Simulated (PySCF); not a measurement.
W(NH)(F)2(Cl)2 (Cl2F2HNW), SMILES [NH]=[W]([F])([F])([Cl])[Cl], multiplicity 1.

Coordinates come from a PBE0-D3(BJ)/def2-SVP optimisation. The multiplicity is an assumed one; no other spin state was optimised. The structure was generated by enumeration; whether it is a known compound was not checked. The def2 effective core potentials stand for the cores of W; spin–orbit coupling is left out.

The numbers are results of B3LYP/def2-TZVP (PySCF), not measurements.

Computed frontier levels, gap, dipole moment and polarisability:
highest occupied level: -8.77 eV
lowest empty level: -3.56 eV
orbital gap: 5.21 eV
dipole moment: 3.66 D
quadrupole, principal values (traceless, Buckingham form, about the centre of nuclear charge): -4.05, 1.08, 2.97 D·Å
mean static polarisability: 73.8 bohr³ (10.93 Å³)
polarisability, principal values: 62.6, 75.0, 83.8 bohr³
